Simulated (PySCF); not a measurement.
Curvature of the energy in the electron number along the 3d series

Calculated with PySCF 2.14, in aug-cc-pVTZ, non-relativistic, aug-cc-pVTZ-DK, spin-free X2C, aug-cc-pVTZ-PP with ECP10MDF, ECP: one orbital is emptied in steps, and each cell gives the departure of E from the straight line at half an electron, in eV (from a cubic fit). The exact functional gives zero.

```tsv
species	orbital	LDA	PBE	r2SCAN	PBE0	BHandHLYP	UHF
Sc	4s beta	-0.71	-0.72	-0.47	-0.39	-0.33	0.04
Cr	4s alpha	-0.75	-0.75	-0.66	-0.53	-0.34	0.03
Mn	4s beta	-0.73	-0.69	-0.54	-0.49	-0.40	0.04
Cu	4s alpha	-0.88	-0.86	-0.75	-0.61	-0.43	0.03
Zn	4s beta	-0.94	-0.92	-0.79	-0.65	-0.45	0.07
```

Task: Estimate the missing row, Ti.

Result: The calculation gives LDA -0.66; PBE -0.63; r2SCAN -0.50; PBE0 -0.45; BHandHLYP -0.36; UHF 0.04.

Task: How does the mean departure depend on the functional?

Result: LDA -0.78 eV; PBE -0.76 eV; r2SCAN -0.62 eV; PBE0 -0.52 eV; BHandHLYP -0.39 eV; UHF 0.04 eV. Semilocal functionals are convex (delocalisation error), Hartree-Fock is concave or straight, and exact exchange removes curvature roughly in proportion to its share, so among the functionals the range-separated hybrids usually come closest to zero.
